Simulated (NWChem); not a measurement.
System: C₄H₆O; SMILES C1=CCOC1

The following NWChem deck was run.

```
start job
memory heap 200 mb stack 900 mb global 1100 mb
geometry units angstroms noautoz
  C      0.000000    -0.665560     1.043885
  C      0.000000     0.665560     1.043885
  C      0.000000     1.171918    -0.373522
  O      0.000000     0.000000    -1.190870
  C      0.000000    -1.171918    -0.373522
  H      0.000000    -1.317795     1.910723
  H      0.000000     1.317795     1.910723
  H      0.886653     1.785746    -0.602076
  H     -0.886653     1.785746    -0.602076
  H      0.886653    -1.785746    -0.602076
  H     -0.886653    -1.785746    -0.602076
end
basis spherical
  * library def2-tzvp
end
dft
  xc pbe0
  iterations 150
  semidirect filesize 400000000
  mulliken
end
task dft energy
```

The geometry was optimised at B3LYP/6-31G* (spherical d).

Question: What results follow from this input? (PBE0/def2-TZVP.) Quantities: energy (Ha); highest occupied level (eV); orbital gap (eV); dipole (D).

Answer: 
```
Item                          Result
---------------------------  -------
energy (Ha)                  -231.04
highest occupied level (eV)    -6.76
orbital gap (eV)                7.02
dipole (D)                      1.61
```
